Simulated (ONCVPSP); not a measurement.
# Building the ONCV potential for Pd (Z = 46) (PBEsol, scalar-relativistic).

ONCVPSP 4.0.1 was run on this input:

```
# ATOM AND REFERENCE CONFIGURATION
# atsym  z   nc   nv     iexc    psfile
  Pd 46.00    6    3  -116133      upf
#
#   n    l    f
    1    0    2.00
    2    0    2.00
    2    1    6.00
    3    0    2.00
    3    1    6.00
    3    2   10.00
    4    0    2.00
    4    1    6.00
    4    2   10.00
#
# PSEUDOPOTENTIAL AND OPTIMIZATION
# lmax
    2
#
#   l,   rc,      ep,       ncon, nbas, qcut
    0    1.45    0.00    5    9    8.30
    1    1.60    0.00    3    6    7.30
    2    1.95    0.00    3    8    6.30
#
# LOCAL POTENTIAL
# lloc, lpopt,  rc(5),   dvloc0
    4    5    0.95    6.00
#
# VANDERBILT-KLEINMAN-BYLANDER PROJECTORs
# l, nproj, debl
    0    2    0.40
    1    3    3.90
    2    1    0.90
#
# MODEL CORE CHARGE
# icmod, fcfact, rcfact
    3    5.00    1.25
#
# LOG DERIVATIVE ANALYSIS
# epsh1, epsh2, depsh
   -5.00    5.00    0.04
#
# OUTPUT GRID
# rlmax, drl
    6.00    0.01
#
# TEST CONFIGURATIONS
# ncnf
    4
# nvcnf
#   n    l    f
    3
    4    0    2.00
    4    1    6.00
    4    2    9.00
#
    3
    4    0    2.00
    4    1    6.00
    4    2    8.00
#
    3
    4    0    2.00
    4    1    6.00
    4    2    7.00
#
    3
    4    0    2.00
    4    1    6.00
    4    2    6.00
#
```

Command:

```bash
oncvpsp.x < Pd.dat > Pd.out
```

Output (shortened: citation, most of the input echo, consistency checks and plot data are left out):

```
ONCVPSP  (Optimized Norm-Conservinng Vanderbilt PSeudopotential)
scalar-relativistic version 4.0.1

#   n    l    f        energy (Ha)
    1    0    2.00    -8.8759055E+02
    2    0    2.00    -1.2959549E+02
    2    1    6.00    -1.1621035E+02
    3    0    2.00    -2.3353063E+01
    3    1    6.00    -1.8954168E+01
    3    2   10.00    -1.1961861E+01
    4    0    2.00    -3.1328104E+00
    4    1    6.00    -1.8794005E+00
    4    2   10.00    -1.4885561E-01

Reference configufation results
  iterations    34
  all-electron total energy (Ha)   -5.04343219D+03

Begin loop to  construct optimized pseudo wave functions
and semi-local pseudopoentials for all angular momenta

WARNING wellstate: negative energy specified for n= 5 l=  0
WARNING scattering state with energy  0.25000000
WARNING will be used for the first projector

   Wellstate for l =  0  n =  6
     eigenvalue =   0.2500
     asymptotic potential =   0.7500
     half-point radius =  8.4707

Calculating optimized projector #   1

 for l=   0

    Fraction of norm inside rc  0.926437
    Optimizing pswf for qcut=   8.31 a_B^-1,  ecut=  34.50 Ha
    Residual kinetic energy error=  8.82D-05 Ha

    Energy error per electron        Cutoff
         Ha          eV             Ha
         0.01000     0.27211       23.37
         0.00100     0.02721       28.95
         0.00010     0.00272       34.95
         0.00001     0.00027      101.88

Calculating optimized projector #   2

 for l=   0

    Fraction of norm inside rc  0.021037
    Optimizing pswf for qcut=   8.31 a_B^-1,  ecut=  34.50 Ha
    Residual kinetic energy error=  1.37D-05 Ha

    Energy error per electron        Cutoff
         Ha          eV             Ha
         0.01000     0.27211       14.57
         0.00100     0.02721       23.79
         0.00010     0.00272       29.84
         0.00001     0.00027       35.78

   Wellstate for l =  1  n =  6
     eigenvalue =   2.0206
     asymptotic potential =   2.5206
     half-point radius =  3.2894

   Wellstate for l =  1  n =  7
     eigenvalue =   5.9206
     asymptotic potential =   6.4206
     half-point radius =  2.8243

Calculating optimized projector #   1

 for l=   1

    Fraction of norm inside rc  0.917336
    Optimizing pswf for qcut=   7.30 a_B^-1,  ecut=  26.61 Ha
    Residual kinetic energy error=  8.76D-07 Ha

    Energy error per electron        Cutoff
         Ha          eV             Ha
         0.01000     0.27211       14.01
         0.00100     0.02721       17.84
         0.00010     0.00272       20.97
         0.00001     0.00027       23.46

Calculating optimized projector #   2

 for l=   1

    Fraction of norm inside rc  0.100459
    Optimizing pswf for qcut=   7.30 a_B^-1,  ecut=  26.61 Ha
    Residual kinetic energy error=  8.28D-06 Ha

    Energy error per electron        Cutoff
         Ha          eV             Ha
         0.01000     0.27211       12.71
         0.00100     0.02721       16.45
         0.00010     0.00272       19.38
         0.00001     0.00027       24.26

Calculating optimized projector #   3

 for l=   1

    Fraction of norm inside rc  0.115319
    Optimizing pswf for qcut=   7.30 a_B^-1,  ecut=  26.61 Ha
    Residual kinetic energy error=  7.32D-05 Ha

    Energy error per electron        Cutoff
         Ha          eV             Ha
         0.01000     0.27211       14.26
         0.00100     0.02721       16.82
         0.00010     0.00272       22.21
         0.00001     0.00027       62.21

Calculating optimized projector #   1

 for l=   2

    Fraction of norm inside rc  0.753049
    Optimizing pswf for qcut=   6.31 a_B^-1,  ecut=  19.90 Ha
    Residual kinetic energy error=  1.14D-04 Ha

    Energy error per electron        Cutoff
         Ha          eV             Ha
         0.01000     0.27211       14.37
         0.00100     0.02721       17.29
         0.00010     0.00272       20.80
         0.00001     0.00027       73.31

Construct Vanderbilt / Kleinmman-Bylander projectors

B matrix Hermiticity error, ll=   0
   1   2   -2.7795E-04

  Orthonormal projector coefficients  1.5178E+01  1.8421E+00

B matrix Hermiticity error, ll=   1
   1   2   -5.2549E-04
   1   3    9.5082E-04
   2   3    3.0305E-04

  Orthonormal projector coefficients  9.0140E+00  2.4622E+00  3.8746E-01

Model core correction analysis
  based on d2Exc/dn_idn_j

d2excae - all-electron derivatives

   -3.298720D-02   -2.942664D-02   -1.672738D-02
   -2.942682D-02   -2.743873D-02   -1.741443D-02
   -1.672764D-02   -1.741456D-02   -1.708007D-02

d2excps - pseudofunction derivatives with no core correction

   -3.994229D-02   -3.526910D-02   -1.683564D-02
   -3.526949D-02   -3.199012D-02   -1.756443D-02
   -1.683597D-02   -1.756457D-02   -1.822094D-02

rms 2nd derivative error    3.926119E-03

rmatch, rhocmatch    0.6399   20.9685

Teter function model core charge with specified parameters

d2excps - pseudofunction derivatives with core correction

   -3.346443D-02   -3.002672D-02   -1.589299D-02
   -3.002691D-02   -2.771628D-02   -1.679720D-02
   -1.589320D-02   -1.679728D-02   -1.810201D-02

rms 2nd derivative error    6.850671E-04

Pseudoatom total energy -126.456414

Diagnostic tests using Vanderbilt-Kleinman-Bylander pseudopotentials
  1 or more projectors used as specified by nproj input data

   l    rcore       rmatch      e in        delta e   norm test  slope test

   0   1.4522057   1.4962978  -3.1328104   0.0000030   1.0001993   1.0001926
   0   1.4522057   1.4962978   0.2500000   0.0000371   1.0003631   1.0003631

   1   1.6076585   1.6564705  -1.8794005   0.0000017   1.0001858   1.0001901
   1   1.6076585   1.6564705   2.0205996   0.0001215   1.0002915   1.0002915
   1   1.6076585   1.6564705   5.9205996   0.0001064   1.0004881   1.0004881

   2   1.9585162   2.0179810  -0.1488556  -0.0000785   0.9999667   0.9997871

 Testing for bound ghosts
   n   l    E NL Schr. Eq   E Basis Diag.   E Cutoff

   1   0       -3.132807       -3.132805    166.18

   2   1       -1.879399       -1.879368     86.66

   3   2       -0.148934       -0.147308     67.37

 Testing for highly-localized positive-energy ghosts
       l    <radius>/rc     E Basis Diag.   E Cutoff

       0        0.667787       10.981577    166.18  WARNING - GHOST(+)

       2        0.564214       24.073854     67.37  WARNING - GHOST(+)

Test configuration 0

   n   l     f        eae           eps        diff
   1   0  2.0000 -887.59054673
   2   0  2.0000 -129.59548749
   2   1  6.0000 -116.21034988
   3   0  2.0000  -23.35306270
   3   1  6.0000  -18.95416847
   3   2 10.0000  -11.96186137
   4   0  2.0000   -3.13281044   -3.13280743    3.01D-06
   4   1  6.0000   -1.87940045   -1.87939874    1.71D-06
   4   2 10.0000   -0.14885561   -0.14893407   -7.85D-05

    Total energies and differences
      AE_ref= -5.04343219D+03  AE_tst= -5.04343219D+03  dif=  0.00D+00
      PS_ref= -1.26456414D+02  PS_tst= -1.26456414D+02  dif= -5.68D-14
      PSP excitation error=  5.68D-14

Test configuration 1

   n   l     f        eae           eps        diff
   1   0  2.0000 -888.00707260
   2   0  2.0000 -130.01410424
   2   1  6.0000 -116.62875534
   3   0  2.0000  -23.77212804
   3   1  6.0000  -19.37323492
   3   2 10.0000  -12.38100870
   4   0  2.0000   -3.54989003   -3.55047178   -5.82D-04
   4   1  6.0000   -2.29351927   -2.29421984   -7.01D-04
   4   2  9.0000   -0.53720942   -0.53757023   -3.61D-04

    Total energies and differences
      AE_ref= -5.04343219D+03  AE_tst= -5.04309701D+03  dif=  3.35D-01
      PS_ref= -1.26456414D+02  PS_tst= -1.26121007D+02  dif=  3.35D-01
      PSP excitation error= -2.32D-04

Test configuration 2

   n   l     f        eae           eps        diff
   1   0  2.0000 -888.52351616
   2   0  2.0000 -130.53469542
   2   1  6.0000 -117.14904247
   3   0  2.0000  -24.29043766
   3   1  6.0000  -19.89154434
   3   2 10.0000  -12.89981102
   4   0  2.0000   -4.05659057   -4.05738686   -7.96D-04
   4   1  6.0000   -2.79408141   -2.79545090   -1.37D-03
   4   2  8.0000   -1.00399186   -1.00369757    2.94D-04

    Total energies and differences
      AE_ref= -5.04343219D+03  AE_tst= -5.04233197D+03  dif=  1.10D+00
      PS_ref= -1.26456414D+02  PS_tst= -1.25355731D+02  dif=  1.10D+00
      PSP excitation error= -4.60D-04

Test configuration 3

psatom: WARNING lschvkbb convergence error n,l,iter=   3   2   3
ea(ii),et,emin,emax -1.489341E-01 -1.638275E-01 -1.638275E-01 -1.638275E-01
run_config: WARNING for fully non-local PS atom, stg. 1
 WARNING no output for configuration 4

Test configuration 4

psatom: WARNING lschvkbb convergence error n,l,iter=   3   2   3
ea(ii),et,emin,emax -1.489341E-01 -1.638275E-01 -1.638275E-01 -1.638275E-01
run_config: WARNING for fully non-local PS atom, stg. 1
 WARNING no output for configuration 5
```

The run took about 4 s on one core of a shared server CPU.
